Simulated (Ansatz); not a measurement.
Consider the cleavage of the B–Si bond: `B[SiH](F)[SiH2]N` + `[NH2][GeH3]` → `B[NH][GeH3]` + `N[SiH2][SiH2]F`.

Gas-phase electronic energies from Ansatz, PBE0-D4/def2-TZVP geometries. CCSD(T)/CBS is the MP2 limit (def2-TZVPP, def2-QZVPP) plus CCSD(T) − MP2 in def2-TZVPP, frozen cores. Functionals use def2-TZVPP. For Ge outer-core shells are correlated without core-valence functions, which leaves a few kJ/mol of doubt a bond. Scalar relativity is left out up to krypton. Each species was taken in one conformer, which may not be the lowest.

CCSD(T)/CBS gives -40.2 kcal/mol.

Problem. Another level gave -39.8 kcal/mol. Which?
A. PBE-D4/def2-TZVPP
B. ωB97X-V/def2-TZVPP
C. ωB97M-V/def2-TZVPP
D. SCS-MP2/def2-TZVPP

Solution. B. ωB97X-V -39.8, ωB97M-V -41.0, SCS-MP2/def2-TZVPP -42.4, PBE-D4 -37.6 kcal/mol.

Largest T1 diagnostic among the species: 0.013.

From PBE to PBE0 (25 % exact exchange), in def2-TZVPP and without D4, ΔE moves by −0.8 kcal/mol.
